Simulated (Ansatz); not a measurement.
Species: CH7ClNSi2, charge 0, multiplicity 2. It need not be the lowest isomer of its formula. 
Geometry from a B3LYP-D3(BJ)/def2-TZVP (Ansatz, a quantum-chemistry and plane-wave program) optimisation:
SMILES: C[Si@H](Cl)[N][SiH3]
```xyz
12

Si     0.7351     0.1557    -0.6065
C      2.1883    -0.9697    -0.3022
Cl     0.7140     1.6022     0.8950
N     -0.6894    -0.7819    -0.6836
Si    -2.2138    -0.9049     0.1118
H      0.8258     0.8946    -1.8832
H      2.2666    -1.7097    -1.0996
H      3.1070    -0.3819    -0.2677
H      2.0769    -1.4892     0.6503
H     -2.1684    -0.5409     1.5484
H     -2.7505    -2.2771    -0.0290
H     -3.0982     0.0486    -0.6096
```
Charge 0, spin multiplicity 2.

Atomisation energy built up term by term with Ansatz (kcal/mol; UHF references for open shells; valence terms freeze the core; atomic spin-orbit terms are left out). CBS marks a two-point X^-3 extrapolation of the correlation energy; Hartree-Fock from the larger set.

```tsv
term	basis	kcal/mol
Hartree-Fock	cc-pV(Q+d)Z	713.36
CCSD correlation	CBS(cc-pV(T+d)Z,cc-pV(Q+d)Z)	226.39
(T)	CBS(cc-pV(T+d)Z,cc-pV(Q+d)Z)	12.80
core correlation	cc-pwCVTZ	1.62
scalar relativity (X2C)	cc-pVTZ-DK against cc-pVTZ	-2.03
sum: De		952.1
```

(T) makes 1.3 % of the CCSD(T) atomisation energy; under 5 % is typical of single-reference molecules.
